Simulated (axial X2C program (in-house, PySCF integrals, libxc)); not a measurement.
# How long does NaV⁺ take?

A bond scan computed with an in-house relativistic program for diatomic molecules. Basis: V dyall-cv3z [10s10p6d4f2g], Na dyall-cv3z [9s8p5d2f] (cores contracted in-house).

The run was started with this input:
```json
{"zs": [23, 11], "q": 1, "bas": ["dyall-cv3z", "dyall-cv3z"], "levels": ["PBE0", "HF", "B97-3"], "cc": true, "r0": 2.89, "thr": -2.0, "nmax": 90, "npts": 10, "nst": 2, "ntry": 6}
```
```bash
python so2c.py task.json out
```

Keys: zs atomic numbers; q charge; bas basis sets; levels methods; cc coupled cluster on or off; r0 starting distance in Å; thr threshold in hartree for freezing inner shells (an s shell follows its p shell); nmax most natural virtual spinors; npts points on the curve; nst determinants followed; ntry starts of the search. HF also brings MP2.

Hardware: 1 thread of Arm Neoverse N1, with other jobs on the host.

Wall time of one point of each curve, integrals apart:

```json
{"Hamiltonian": "spin-free", "level": "PBE0", "points": "10", "seconds a point": "0.54"}
{"Hamiltonian": "spin-free", "level": "HF", "points": "10", "seconds a point": "0.32"}
{"Hamiltonian": "spin-free", "level": "CCSD(T) (13 electrons, 89 virtuals)", "points": "6", "seconds a point": "8.3"}
{"Hamiltonian": "spin-free", "level": "B97-3", "points": "10", "seconds a point": "0.59"}
{"Hamiltonian": "2c", "level": "PBE0", "points": "10", "seconds a point": "0.72"}
{"Hamiltonian": "2c", "level": "HF", "points": "10", "seconds a point": "0.55"}
{"Hamiltonian": "2c", "level": "CCSD(T) (13 electrons, 90 virtuals)", "points": "7", "seconds a point": "8.8"}
{"Hamiltonian": "2c", "level": "B97-3", "points": "10", "seconds a point": "0.9"}
```

The rest:

Search with its distance optimisation 52 s, atoms 22 s, whole task 240 s. Coupled cluster runs on the points near the minimum only. The program drops outer points, and coupled cluster, when its time limit (not in the input) nears; MP2, further determinants and curves that did not converge are not in the table.
